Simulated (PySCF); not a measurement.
# Mo (molybdenum, neutral) across methods

[Kr] 4d5 5p1, high-spin 7P determinant (an excited configuration). All numbers are calculated (PySCF 2.14, a scalar-relativistic core potential, in def2-QZVPPD with the def2 core potential (28 electrons)).

```
method  E (hartree)  mean ε 4p β (eV)  mean ε 4d α (eV)  mean ε 5p α (eV)  Σ⟨r²⟩ (bohr²)    ⟨S²⟩
   UHF    -67.46124           -46.045           -10.959            -3.615          66.32  12.002
   PBE     -68.0024           -38.471            -5.838            -2.120          64.05  12.000
  PBE0     -67.9853           -40.538            -7.178            -2.501          64.44  12.000
  MN15     -67.8434           -41.686            -7.883            -2.733          65.20  12.001
   LDA     -67.8211           -38.600            -5.978            -2.232          63.21  12.000
r2SCAN     -68.0259           -39.183            -6.162            -2.138          63.12  12.001
PBEsol     -67.8827           -38.415            -5.842            -2.125          63.45  12.000
```

Energies and moments cover only the electrons outside the core potential.
